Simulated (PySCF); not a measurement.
Species: C5H9NO3.
Atom-mapped SMILES: `[NH2:1][C:2](=[O:3])[CH:4]1[O:5][CH2:6][CH2:7][CH2:8][O:9]1`

Structure used (GFN2-xTB), in Å, numbered top down from 1:
```xyz
18
C5H9NO3 angstrom
N      2.5399   -0.0692   -0.3035
C      1.5701   -0.6807    0.4070
O      1.6622   -0.9533    1.5796
C      0.3374   -1.0167   -0.4751
O     -0.7511   -1.4849    0.2496
C     -1.3587   -0.4826    1.0526
C     -1.7713    0.7039    0.1805
C     -0.5348    1.1560   -0.5948
O      0.0269    0.0706   -1.3184
H      2.3922    0.1650   -1.2701
H      3.4018    0.1882    0.1484
H      0.6233   -1.8399   -1.1441
H     -0.6654   -0.1590    1.8385
H     -2.2211   -0.9686    1.5107
H     -2.1550    1.5181    0.7936
H     -2.5399    0.3840   -0.5252
H      0.2116    1.5644    0.1041
H     -0.7770    1.9109   -1.3450
```

NICS = −σ at a ghost point: NICS(0) at the centroid of the ring atoms, NICS(1) 1 Å to either side along the normal of their mean plane, zz for the tensor component along that normal. Level: GIAO PBE0/pcSseg-1 (PySCF, non-relativistic, gas phase) on the GFN2-xTB geometry, one conformer.

Ring bond lengths (Å), with Mayer bond orders in brackets: C4–O5 1.389 (1.01), O5–C6 1.421 (0.90), C6–C7 1.529 (1.03), C7–C8 1.528 (1.03), C8–O9 1.420 (0.90), O9–C4 1.411 (0.95).

Task: What do the NICS probes read (ppm)?

Result: 
```csv
ring,type,NICS(0),"NICS(1), two faces","NICS(1)zz, two faces",rms pucker (Å),"centre to ring atoms, mean (Å)"
C4–O5–C6–C7–C8–O9,6-membered ring with 2 O; formal bonds all single,-2.5,-1.4 / -1.9,2.8 / 2.1,0.22,1.40
```

Task: What do they say, and how far can they be read as aromaticity?

Result: 
- C4–O5–C6–C7–C8–O9: mean NICS(1)zz 2.5 ppm, near zero. C4, C6, C7, C8 have four or more neighbours, and the NICS criterion for π rings isn't applied.
